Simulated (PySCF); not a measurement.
A structure optimised at r2SCAN-D4/def2-TZVPD, used in a PySCF frequency run:

```
Sr
Cl 1 2.4733
```
Charge +1, spin multiplicity 1.

**Question.** Write its SMILES, formula and point group.

**Answer.** [Cl][Sr+], ClSr, C∞v

**Question.** What are its rotational constants (standard atomic weights)?

**Answer.** 3.2735 GHz (linear rotor, B only)
